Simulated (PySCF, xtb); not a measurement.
PbBr, SMILES [Br][Pb+] (connectivity only; charge and spin as stated), charge +1, multiplicity 1.

GFN2-xTB (xtb 6.7.1) at its own geometry gives an orbital gap of 3.01 eV.

Geometry optimised at B3LYP-D3(BJ)/def2-TZVP. The multiplicity is an assumed one; other spin states were not compared. The def2 effective core potentials stand for the cores of Pb; spin–orbit coupling is left out.

Question: What does PySCF with PBE/def2-TZVPD give? (The exact figures need the calculation; the answer reports its results.)

Answer: gap 3.35 eV (levels -12.77 and -9.42 eV).
